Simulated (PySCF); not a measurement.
**Calculated NMR data**

- spin–spin couplings from B3LYP/pcJ-1 (spin–dipole term left out of most H,H and C,H couplings)
- PBE0/pcSseg-1 with gauge-including orbitals
- geometry from GFN2-xTB
- code: PySCF 2.14
- fast rotation and ring inversion assumed for equivalent nuclei, single conformer, isolated molecule, non-relativistic

Chemical shifts δ = σref − σ; $^{1}$H, $^{13}$C against TMS, all at this level. Multiplet labels drop J under 1 Hz and among equivalent protons, and merge close values. Unscaled 3J(H,H) run several per cent high. Where no couplings were computed, multiplicities follow the n + 1 count of equivalent neighbours, and m marks all less simple cases (inequivalent or close neighbours, rings, F or P nearby). One-bond C–F couplings are unscaled and too large by tens of Hz. Shifts are as computed. Against solution values, carbons near 30 ppm lie about +3 ppm off and those near 130 ppm about +5 ppm. Of 1211 compounds with measured shifts, 218 miss one by over three times the rms of a fit or turn the order of signals round; such compounds aren't used in these exercises.

Compound 1 (C₅H₇F). $^{1}$H NMR (400 MHz, computed): δ 7.35 (dq, J = 2.0, 1.3 Hz, 1H), 2.37 (dd, J = 3.2, 1.3 Hz, 3H), 1.66 (d, J = 11.0 Hz, 3H). $^{13}$C{$^{1}$H} NMR (computed): δ 145.0 (d, J = 13.8 Hz), 126.5 (d, J = 16.4 Hz), 75.9 (d, J = 296.1 Hz), 23.5 (d, J = 42.2 Hz), 11.8. Structure: SMILES CC1=C[C@]1(C)F.

Compound 2 (C₄H₈OSi₂). $^{1}$H NMR (400 MHz, computed): δ 6.36 (d, 1H), 6.08 (br s, 1H), 5.57 (m, 2H), 5.41 (br s, 1H), 5.37 (d, 1H), 4.28 (m, 2H). $^{13}$C{$^{1}$H} NMR (computed): δ 149.2, 134.9, 134.6, 117.4. Structure: `[SiH2]1OC=CC(=C)[SiH2]1`.
